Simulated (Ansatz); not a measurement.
`C[Se][GaH][Cl]` + PH₃ → `C[Se]P` + `[Cl][GaH2]` at 600 K and 1 bar (ligand exchange at the Se–Ga bond).

Gas-phase electronic energies from Ansatz, PBE0-D4/def2-TZVP geometries. CCSD(T)/CBS adds triple-zeta CCSD(T) − MP2 to the extrapolated MP2 energy (def2 sets, frozen cores). This one scheme is used for every species. For Ga, Se outer-core shells are correlated without core-valence functions, which leaves a few kJ/mol of doubt a bond. Scalar relativity is left out up to krypton. Each species was taken in one conformer, which may not be the lowest.

| species | CCSD(T)/CBS energy (Eh) | H − E (kJ/mol) | S (J/(mol·K)) |
| --- | --- | --- | --- |
| `C[Se][GaH][Cl]` | -4824.97287 | 177.7 | 452.9 |
| PH₃ | -342.72256 | 86.3 | 240.2 |
| `C[Se]P` | -2782.70431 | 192.9 | 391.6 |
| `[Cl][GaH2]` | -2384.95520 | 67.6 | 305.5 |

H − E and S are ideal-gas, rigid-rotor, harmonic terms from PBE0-D4/def2-TZVP, for one conformer and one mirror image of each species. 1 Eh = 2625.50 kJ/mol, R = 8.31446 J/(mol·K).

Problem. By hand: ΔE, ΔH, ΔS and ΔG.

Solution. ΔE = (-2782.70431) + (-2384.95520) − (-4824.97287) − (-342.72256) = 0.03592 Eh = 94.3 kJ/mol. Δ(H − E) = 192.9 + 67.6 − 177.7 − 86.3 = -3.5, so ΔH = 90.8 kJ/mol. ΔS = 391.6 + 305.5 − 452.9 − 240.2 = 4.0 J/(mol·K). ΔG = 90.8 − 600 × (4.0)/1000 = 88.4 kJ/mol.

Problem. By hand: the equilibrium constant, and the temperature at which ΔG would vanish if ΔH and ΔS stayed fixed.

Solution. log₁₀ K = −ΔG/(RT ln 10) = -7.7. ΔG = 0 at ΔH/ΔS = 22700 K, far beyond where these terms or the molecules hold.

The number of gas molecules stays the same, so ΔS is small and ΔH decides. A doubt of 5 kJ/mol in ΔE shifts log₁₀ K by 0.4 here. Other conformers and mirror images would add mixing entropy, several J/(mol·K) or more a flexible species. Modes under 60 cm⁻¹, often nearly free rotors, make the harmonic entropy too high. These are equilibria of isolated gas molecules and say nothing of rates. Largest T1 diagnostic: 0.013 (customary marks: 0.02 for closed shells, 0.045 for open ones).
